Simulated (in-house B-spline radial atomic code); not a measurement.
Orbital energies and mean radii along the 15-electron series, configuration [Ne] 3s2 3p3. The effective charge is n√(-2ε), a non-relativistic measure. Computed with a B-spline radial code for spherical atoms: non-relativistic Hartree-Fock, average of the configuration, point nuclei.

This level leaves out relativity, spin-orbit splitting included, which matters for heavy ions.

| ion | Z | energy of 2p (Eh) | mean radius of 2p (bohr) | energy of 1s (Eh) | mean radius of 1s (bohr) | energy of 3s (Eh) | mean radius of 3s (bohr) | effective charge of 2p |
| --- | --- | --- | --- | --- | --- | --- | --- | --- |
| Fe11+ | 26 | -38.484 | 0.23444 | -272.67 | 0.059105 | -13.202 | 0.72067 | 17.546 |
| Co12+ | 27 | ? | ? | ? | ? | ? | ? | ? |
| Ni13+ | 28 | -47.796 | 0.21434 | -320.75 | 0.054803 | -16.952 | 0.6497 | 19.554 |
| Cu14+ | 29 | -52.829 | 0.20553 | -346.29 | 0.052877 | -18.995 | 0.6193 | 20.558 |
| Zn15+ | 30 | -58.112 | 0.19742 | -372.84 | 0.051082 | -21.15 | 0.59167 | 21.562 |
| Ga16+ | 31 | ? | ? | ? | ? | ? | ? | ? |
| Ge17+ | 32 | -69.432 | 0.18297 | -428.93 | 0.047834 | -25.795 | 0.54329 | 23.568 |
| As18+ | 33 | -75.468 | 0.17651 | -458.48 | 0.046359 | -28.284 | 0.52199 | 24.571 |

(1) Fill in the row of Co12+.

(2) Fill in the row of Ga16+.

(3) How does the screening of 2p change?

## Answers

(1) energy of 2p (Eh): -43.014; mean radius of 2p (bohr): 0.22394; energy of 1s (Eh): -296.21; mean radius of 1s (bohr): 0.056873; energy of 3s (Eh): -15.021; mean radius of 3s (bohr): 0.6833; effective charge of 2p: 18.55.

(2) energy of 2p (Eh): -63.647; mean radius of 2p (bohr): 0.18992; energy of 1s (Eh): -400.39; mean radius of 1s (bohr): 0.049405; energy of 3s (Eh): -23.417; mean radius of 3s (bohr): 0.56643; effective charge of 2p: 22.565.

(3) Z less the effective charge goes from 8.45 at Z = 26 to 8.43 at Z = 33.
